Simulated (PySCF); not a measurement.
C₆H₁₁N.
SMILES with atom numbers: `[H]/[N:7]=[CH:6]\[CH2:5][CH:4]=[C:2]([CH3:1])[CH3:3]` (hydrogens: H8, H9, H10 on C1; H11, H12, H13 on C3; H14 on C4; H15, H16 on C5; H17 on C6; H18 on N7)

A GFN2-xTB structure was refined with CAM-B3LYP/def2-SV(P) geometry optimisation, gas phase in PySCF 2.14.0. Its GFN2-xTB values:

```
 coordinate  GFN2-xTB
      C1–C2   1.501 Å
      C1–H8   1.087 Å
      C2–C3   1.499 Å
      C2=C4   1.328 Å
     C3–H11   1.090 Å
      C4–C5   1.502 Å
     C4–H14   1.082 Å
      C5–C6   1.506 Å
     C5–H15   1.093 Å
      C6=N7   1.252 Å
     C6–H17   1.087 Å
     N7–H18   1.021 Å
   C1–C2–C3    113.9°
   C1–C2–C4    121.1°
   C2–C4–C5    126.9°
   C3–C2–C4    125.0°
   C4–C5–C6    109.8°
   C5–C6–N7    128.5°
C2–C4–C5–C6       86°
C4–C5–C6–N7      123°
```

Problem. How do these coordinates change at the CAM-B3LYP/def2-SV(P) level?

Solution. 
```tsv
coordinate	CAM-B3LYP/def2-SV(P) (Å or °)	change
C6–H17	1.105	+0.018
C4–H14	1.097	+0.015
C3–H11	1.105	+0.015
C1–H8	1.101	+0.014
C5–H15	1.106	+0.013
C6=N7	1.265	+0.013
C2=C4	1.340	+0.012
N7–H18	1.029	+0.008
C5–C6	1.513	+0.007
C1–C2	1.507	+0.006
C2–C3	1.505	+0.006
C4–C5	1.506	+0.004
C4–C5–C6	111.6	+1.8
C2–C4–C5	128.4	+1.5
C5–C6–N7	128.0	-0.5
C1–C2–C4	120.6	-0.5
C1–C2–C3	114.4	+0.5
C3–C2–C4	125.1	+0.1
C2–C4–C5–C6	114	+28
C4–C5–C6–N7	120	-3
```

The energy falls by 2.2 kcal/mol over 10 energy and gradient evaluations, the largest force component goes from 0.0213 to 1.6e-04 Eh/bohr, and the atoms move by 0.345 Å rms after alignment. Among the bonds, C1–H10 and C6–H17 change most and about equally (+0.017 to +0.018 Å). Bonds longer at the end by more than 0.005 Å: 16 of 17; shorter: 0. Among the dihedrals that turn most is C2–C4–C5–C6, from 86° to 114°. Rotational constants go from 5767, 1267, 1175 to 6170, 1166, 1061 MHz.

The run used 120 basis functions and 75 SCF cycles in all.

Not checked by CAM-B3LYP/def2-SV(P) frequencies. One conformer, not necessarily the lowest.
